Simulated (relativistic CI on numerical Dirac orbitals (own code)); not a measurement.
## Calculated levels, Tb XXXI

Calculated at this level of theory: Dirac-Coulomb-Breit CI, KLI orbitals optimised for each configuration, QED by a radiative potential, unscaled Slater integrals (own radial code, finite nucleus).

Configurations in the expansion (outside the closed core [Ar] 3d10): 4s²4p⁵, 4s4p⁶, 4s²4p⁴4d, 4s4p⁵4d, 4s²4p⁴4f, 4s4p⁵4f, 4p⁶4d, 4s4p⁴4d², 4s²4p³4d4f, 4p⁶4f, 4s²4p⁴5s, 4p⁵4d4f, 4p⁶5s, 4s²4p⁴5p, 4s4p⁴4f², 4s4p⁴4d5s, 4s²4p³4f5s, 4s4p⁵5s, 4s²4p⁴5d, 4s4p⁵5p, 4s²4p⁴5f, 4s²4p⁴5g, 4s4p⁵5d, 4p⁵4f5s, 4s²4p⁴6s, 4s4p⁵5f, 4s²4p⁴6p, 4s²4p³4d², 4s²4p²4d³, 4s4p³4d³, 4s²4p²4d²4f, 4s4p³4d²4f, 4s²4p²4d²5s, 4p⁵4d², 4p⁴4d³, 4p⁴4d²4f, 4p⁴4d²5s, 4p⁵4d5s, 4p⁴4d4f5s, 4p⁴4d5s², 4s²4p³5s², 4s²4p²4d5s², 4s4p³4d5s², 4s²4p²4f5s², 4s4p³4f5s². Double excitations out of closed p, d and f shells are left out; levels of such configurations are missing from the list, as are those of other unlisted configurations, and high levels can miss mixing partners. These lack a partner that the ground configuration has and come out too high: 4s²4p⁴5p, 4s4p⁵5s, 4s²4p⁴5d, 4s4p⁵5p, 4s²4p⁴5f.

The lowest level is 4s²4p⁵ ²P°3/2, with 98 % of that term; Hund's rules for 4s²4p⁵ give ²P° with J = 3/2, in agreement.

```tsv
No.	Configuration	Term	J	E (cm⁻¹)	%	Landé g	jj configuration (%)
1	4s²4p⁵	²P°	3/2	0	98	1.331	4p3/2^3 (98)
2	4s²4p⁵	²P°	1/2	365798	98	0.661	4p1/2 4p3/2^4 (98)
3	4s4p⁶	²S	1/2	931454	44	2.036	4p3/2^2 4d3/2 (47)
4	4p⁴(3P)4d	⁴D	3/2	951898	40	1.177	4p3/2^2 4d3/2 (97)
5	4p⁴(3P)4d	⁴D	5/2	962335	50	1.248	4p3/2^2 4d3/2 (87)
6	4p⁴(3P)4d	⁴F	7/2	983663	35	1.170	4p3/2^2 4d3/2 (90)
7	4p⁴(1D)4d	²P	1/2	988299	50	1.007	4p3/2^2 4d5/2 (43)
8	4p⁴(3P)4d	²F	7/2	1034598	49	1.224	4p3/2^2 4d5/2 (89)
9	4p⁴(1S)4d	²D	3/2	1035528	57	0.894	4p3/2^2 4d3/2 (90)
10	4p⁴(3P)4d	⁴F	9/2	1043162	70	1.267	4p3/2^2 4d5/2 (98)
11	4p⁴(1S)4d	²D	5/2	1126409	50	1.228	4p3/2^2 4d5/2 (97)
12	4p⁴(3P)4d	⁴P	1/2	1129654	44	1.915	4p3/2^2 4d5/2 (47)
13	4p⁴(1D)4d	²D	3/2	1148762	37	1.114	4p3/2^2 4d5/2 (80)
14	4p⁴(3P)4d	²D	5/2	1164661	28	1.112	4p3/2^2 4d5/2 (73)
15	4p⁴(3P)4d	⁴D	1/2	1282931	76	0.234	4p1/2 4p3/2^3 4d3/2 (95)
16	4p⁴(3P)4d	⁴D	3/2	1313778	35	1.011	4p1/2 4p3/2^3 4d3/2 (90)
17	4p⁴(1D)4d	²F	5/2	1347208	39	0.999	4p1/2 4p3/2^3 4d3/2 (95)
18	4p⁴(1D)4d	²G	7/2	1352953	59	1.003	4p1/2 4p3/2^3 4d3/2 (97)
19	4p⁴(3P)4d	⁴F	7/2	1382618	38	1.288	4p1/2 4p3/2^3 4d5/2 (97)
20	4p⁴(1D)4d	²P	3/2	1406219	49	1.339	4p1/2 4p3/2^3 4d5/2 (96)
21	4p⁴(3P)4d	²F	5/2	1421991	48	1.137	4p1/2 4p3/2^3 4d5/2 (96)
22	4p⁴(1D)4d	²G	9/2	1424747	70	1.172	4p1/2 4p3/2^3 4d5/2 (98)
23	4p⁴(1D)4d	²D	5/2	1443014	53	1.250	4p1/2 4p3/2^3 4d5/2 (96)
24	4p⁴(1D)4d	²F	7/2	1472842	79	1.142	4p1/2 4p3/2^3 4d5/2 (97)
25	4p⁴(1D)4d	²S	1/2	1476142	50	1.847	4p1/2 4p3/2^3 4d3/2 (76)
26	4p⁴(1D)4d	²P	3/2	1478141	64	1.175	4p1/2 4p3/2^3 4d3/2 (72)
27	4p⁴(3P)4d	²D	5/2	1491125	69	1.136	4p1/2 4p3/2^3 4d3/2 (83)
28	4p⁴(1D)4d	²D	3/2	1561388	70	0.822	4p1/2 4p3/2^3 4d5/2 (64)
29	4p⁴(3P)4d	²P	1/2	1614756	77	0.946	4p1/2 4p3/2^3 4d5/2 (85)
30	4p⁴(1S)4d	²D	5/2	1820541	45	1.183	4p3/2^4 4d5/2 (96)
31	4p⁴(3P)4d	²D	3/2	1837489	65	0.844	4p3/2^4 4d3/2 (83)
32	4s4p⁵4d	⁴P°	1/2	1893334	75	2.350	4s 4p3/2^3 4d3/2 (79)
33	4s4p⁵4d	⁴P°	3/2	1906293	47	1.485	4s 4p3/2^3 4d3/2 (60)
34	4s4p⁵4d	⁴D°	5/2	1936963	31	1.322	4s 4p3/2^3 4d3/2 (55)
35	4p³(2P°)4d²(3F)	⁴D°	1/2	1940226	29	0.336	4p3/2 4d3/2^2 (69)
36	4s4p⁵4d	⁴F°	7/2	1943926	44	1.215	4s 4p3/2^3 4d3/2 (65)
37	4p³(2P°)4d²(3F)	⁴F°	5/2	1952504	19	0.967	4p3/2 4d3/2^2 (51)
38	4p³(2P°)4d²(3F)	⁴F°	3/2	1959321	27	0.954	4p3/2 4d3/2^2 (71)
39	4s²4p³4d²	²F°	7/2	1980059	20	1.124	4p3/2 4d3/2^2 (69)
40	4s4p⁵4d	⁴F°	9/2	1985267	72	1.321	4s 4p3/2^3 4d5/2 (72)
41	4s²4p³4d²	²D°	3/2	1994680	13	1.096	4p3/2 4d3/2^2 (38)
42	4s4p⁵4d	⁴P°	5/2	2007670	30	1.321	4s 4p3/2^3 4d5/2 (55)
43	4s4p⁵4d	⁴D°	7/2	2027952	26	1.311	4p3/2 4d3/2 4d5/2 (55)
44	4s4p⁵4d	²D°	3/2	2036603	23	1.009	4p3/2 4d3/2 4d5/2 (24)
45	4p³(2P°)4d²(3F)	⁴G°	9/2	2046199	26	1.232	4p3/2 4d3/2 4d5/2 (79)
```

Energies count from the lowest computed level; ° marks odd parity. Percentages are summed over parent terms; the parents shown are those of the largest component, closed shells are left out there. Filled j subshells are mostly left out of the jj labels.

The mean weight of the leading LS term, summed over parents, in these 45 levels is 49 %, and that of the leading jj configuration (from the same eigenvectors) 78 %, so jj coupling describes them better and the LS labels are nominal.

At this charge energies of transitions that change n are usually good to better than 1 %, and those within a shell (Δn = 0) to a few per cent.

LS names give the leading component of a level, which can be under half, so a name can repeat, a term be missing and a line seem to break the LS rules.
